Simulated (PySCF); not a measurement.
**[EuO(OH)]− at several levels of theory**

Computed with PySCF 2.14.0 (density fitting, no spin-orbit coupling) at the geometry relaxed with PBE0:

```xyz
4
[EuO(OH)]− (singlet in the valence; each metal's 4f electrons, 7 of them, lie in its core potential, out of spins and levels)
Eu   -0.0173   -0.0476   -0.4220
O     1.4966    0.0320    0.9368
O    -2.1733    0.0196    0.3676
H    -2.5448    0.0846    1.2536
```

```
level                                                 basis    state  HOMO (eV)  gap (eV)  charge on Eu1 (e)  population of f-type functions on Eu1 (polarisation alone where 4f lies in the core)  dipole about the centre of mass (D)  largest force component (eV/Å)
 PBE0     Eu lcecp-0-SVP with ECP53, O def2-SVP, H def2-SVP  singlet          –         –               0.16                                                                                  0.05                                 7.23                            0.02
M06-L                                              the same  singlet          –         –               0.20                                                                                  0.04                                 6.16                            0.54
 PBE0  Eu lcecp-0-TZVP with ECP53, O def2-TZVP, H def2-TZVP  singlet          –         –               0.58                                                                                  0.05                                 7.74                            0.42
```

In the lcecp rows the 4f levels are missing from HOMO and gap, and the state counts the valence alone.

Charges are Mulliken's, which hang on the basis. The relaxation used the grid (50, 194), these runs (75, 302) or, all-electron (x2c bases, spin-free X2C Hamiltonian), (99, 590).

Problem. What does TPSS with Eu lcecp-0-SVP with ECP53, O def2-SVP, H def2-SVP give here?

Solution. state singlet, charge on Eu1 (e) 0.05, population of f-type functions on Eu1 (polarisation alone where 4f lies in the core) 0.04, dipole about the centre of mass (D) 6.25, largest force component (eV/Å) 0.58. Time: 5.4 s on 2 threads of Intel(R) Xeon(R) Platinum 8488C (Sapphire Rapids) (shared host), from an already converged density.

An lcecp potential fixes the number of 4f electrons, so in runs with it no electron can move into or out of that shell.

Small gap, closed shell not tested for a spin-broken solution: TPSS.
